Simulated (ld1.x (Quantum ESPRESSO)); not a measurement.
**u(r) = r·R(r): atom against pseudo-atom (selenium (Se))**

Columns: radius, all-electron u(r) and pseudo u(r) of the 4p shell (level -15.42 eV) of selenium in the configuration [Ar] 3d10 4s2 4p3; PBEsol, scalar-relativistic, ultrasoft scheme, ld1.x (Quantum ESPRESSO) 7.5.

```json
{"r (bohr)": "0.105", "all-electron": "0.2062", "pseudo": "0.0096"}
{"r (bohr)": "0.210", "all-electron": "-0.0049", "pseudo": "0.0377"}
{"r (bohr)": "0.315", "all-electron": "-0.2507", "pseudo": "0.0827"}
{"r (bohr)": "0.420", "all-electron": "-0.3385", "pseudo": "0.1419"}
{"r (bohr)": "0.525", "all-electron": "-0.2884", "pseudo": "0.2120"}
{"r (bohr)": "0.630", "all-electron": "-0.1609", "pseudo": "0.2892"}
{"r (bohr)": "0.735", "all-electron": "-0.0033", "pseudo": "0.3693"}
{"r (bohr)": "0.840", "all-electron": "0.1559", "pseudo": "0.4483"}
{"r (bohr)": "0.945", "all-electron": "0.3013", "pseudo": "0.5227"}
{"r (bohr)": "1.050", "all-electron": "0.4264", "pseudo": "0.5895"}
{"r (bohr)": "1.155", "all-electron": "0.5288", "pseudo": "0.6464"}
{"r (bohr)": "1.260", "all-electron": "0.6093", "pseudo": "0.6921"}
{"r (bohr)": "1.365", "all-electron": "0.6695", "pseudo": "0.7261"}
{"r (bohr)": "1.470", "all-electron": "0.7116", "pseudo": "0.7487"}
{"r (bohr)": "1.575", "all-electron": "0.7379", "pseudo": "0.7606"}
{"r (bohr)": "1.680", "all-electron": "0.7508", "pseudo": "0.7634"}
{"r (bohr)": "1.785", "all-electron": "0.7525", "pseudo": "0.7584"}
{"r (bohr)": "1.890", "all-electron": "0.7452", "pseudo": "0.7472"}
{"r (bohr)": "1.995", "all-electron": "0.7304", "pseudo": "0.7308"}
{"r (bohr)": "2.100", "all-electron": "0.7100", "pseudo": "0.7100"}
{"r (bohr)": "2.205", "all-electron": "0.6853", "pseudo": "0.6853"}
{"r (bohr)": "2.310", "all-electron": "0.6573", "pseudo": "0.6573"}
{"r (bohr)": "2.415", "all-electron": "0.6271", "pseudo": "0.6271"}
{"r (bohr)": "2.520", "all-electron": "0.5955", "pseudo": "0.5955"}
{"r (bohr)": "2.625", "all-electron": "0.5631", "pseudo": "0.5631"}
{"r (bohr)": "2.730", "all-electron": "0.5306", "pseudo": "0.5306"}
```

(1) How many radial nodes do the two functions have?

(2) At about which radius was the pseudo-wave matched?

(3) Where does each function peak?

(4) Is the pseudo-wave norm-conserving?

Answers

(1) The all-electron 4p function has n − l − 1 = 2; the pseudo-wave has 0, since the states of the same l below it are removed with the core.

(2) 2.10 bohr, where the columns begin to agree (steps of 0.10 bohr).

(3) Outermost all-electron maximum near 1.78 bohr, pseudo maximum near 1.68 bohr (to the table’s step).

(4) No, it belongs to an ultrasoft set: the norm inside the radius is not constrained, and the difference is carried by the augmentation charge.
